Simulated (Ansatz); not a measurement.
Basis-set series for AsBFH3, SMILES `FB[AsH2]`. Total charge 0; spin multiplicity 1. Geometry: relaxed with PBE0-D4/def2-TZVP.

```tsv
functional	basis	functions	energy (Eh)	HOMO (eV)	LUMO (eV)
PBE0-D4	def2-TZVPP	152	-2362.05855	-7.53	-1.27
PBE0-D4	def2-QZVPP	293	-2362.11351	-7.56	-1.32
ωB97M-V	def2-TZVPP	152	-2362.29067	-9.64	0.73
ωB97M-V	def2-QZVPP	293	-2362.34411	-9.67	0.61
```

Problem. Give the rows for def2-SVP. (An estimate is asked.)

Solution. Ansatz gave: 
| functional | basis | functions | energy (Eh) | HOMO (eV) | LUMO (eV) |
| --- | --- | --- | --- | --- | --- |
| PBE0-D4 | def2-SVP | 75 | -2361.63134 | -7.46 | -1.15 |
| ωB97M-V | def2-SVP | 75 | -2361.86030 | -9.55 | 0.96 |

Positive LUMOs are unbound and depend on the basis. Scalar relativity is left out up to krypton.
